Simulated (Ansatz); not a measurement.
Job for Ansatz (an electronic-structure program): R-B3LYP-D3(BJ)/def2-TZVP on HF (SMILES F).

Ansatz 0.2 input:
```yaml
crystal:
  periodic: [false, false, false]
  atoms:
    - {symbol: F, position_ang: [0.00000000, 0.00000000, 0.46690000]}
    - {symbol: H, position_ang: [0.00000000, 0.00000000, -0.46690000]}
basis:
  gaussian:
    orbitals: def2-TZVP
hamiltonian:
  xc: b3lyp
  dispersion: d3bj
relax: {f_tol: 0.004, max_steps: 120}
scf: {lower_state_search: off}
```

It printed:

```
WARN ansatz: RAYON_NUM_THREADS=4 ignored (pool sized by the plan → 4); use --threads N
Functional definition: B3LYP
these checks for a lower state are left out or cut short: stability, starts, cluster_reference, orbital_swaps, neighbouring_geometries, increment
integrals: 0.00 GiB planned
200 factors; their error is unknown
mean field: 0.07 GiB planned
mean field evaluation 1: about -2732.9276 eV, gradient 3.4e1 eV
mean field evaluation 2: about -2730.7996 eV, gradient 5.3e1 eV
mean field evaluation 4: about -2734.4727 eV, gradient 1.4e-1 eV
mean field evaluation 8: about -2734.4822 eV, gradient 1.2e-2 eV
mean field evaluation 16: about -2734.4822 eV, gradient 3.3e-6 eV
mean field -2734.48224083 eV, -100.4903688518 hartree, gradient 3.3e-6 eV, S^2 0.000000; 0 other end points of the search recorded, 0 dependent functions left out
the calculation of the forces begins
reference -2734.48233168 eV, -100.4903721907 hartree; 5, 5 occupied and 32, 32 virtual orbitals, 200 factors
relax step   1: F+E_penalty+E_count = -2734.48713894 eV  Δ(F+E_penalty+E_count) = +0.000e0 eV  max|allowed force component| = 5.252e-1 eV/Å  Δτ_max = 0.0000 Å  (13 SCF iters, accepted)
these checks for a lower state are left out or cut short: stability, starts, cluster_reference, orbital_swaps, neighbouring_geometries, increment
integrals: 0.00 GiB planned
200 factors; their error is unknown
mean field: 0.07 GiB planned
mean field -2734.48458026 eV, -100.4904548244 hartree, gradient 3.9e-7 eV, S^2 0.000000; 0 other end points of the search recorded, 0 dependent functions left out
the calculation of the forces begins
reference -2734.48467069 eV, -100.4904581474 hartree; 5, 5 occupied and 32, 32 virtual orbitals, 200 factors
relax step   2: F+E_penalty+E_count = -2734.48947828 eV  Δ(F+E_penalty+E_count) = -2.339e-3 eV  max|allowed force component| = 1.215e-1 eV/Å  Δτ_max = 0.0036 Å  (19 SCF iters, accepted)
these checks for a lower state are left out or cut short: stability, starts, cluster_reference, orbital_swaps, neighbouring_geometries, increment
integrals: 0.00 GiB planned
200 factors; their error is unknown
mean field: 0.07 GiB planned
mean field evaluation 32: about -2734.4847 eV, gradient 4.0e-7 eV
mean field -2734.48470778 eV, -100.4904595108 hartree, gradient 4.0e-7 eV, S^2 0.000000; 0 other end points of the search recorded, 0 dependent functions left out
the calculation of the forces begins
reference -2734.48479807 eV, -100.4904628285 hartree; 5, 5 occupied and 32, 32 virtual orbitals, 200 factors
relax step   3: F+E_penalty+E_count = -2734.48960577 eV  Δ(F+E_penalty+E_count) = -1.275e-4 eV  max|allowed force component| = 2.983e-3 eV/Å  Δτ_max = 0.0011 Å  (19 SCF iters, accepted)
Total energy: -2734.48969606 eV, -100.4906428264 hartree
Atom 0 at    -0.000000     0.000000     0.462230 Å, force    -0.000000    -0.000000     0.002983 eV/Å
Atom 1 at     0.000000    -0.000000    -0.462230 Å, force     0.000000    -0.000000    -0.002983 eV/Å
Dipole moment:     0.000000    -0.000000    -0.402313 e Å
Checks for a lower state left out: stability, starts, cluster_reference, orbital_swaps, neighbouring_geometries, increment
```

The calculation finished and met its thresholds.

Cost: about 0.5 core-seconds (a rough figure).
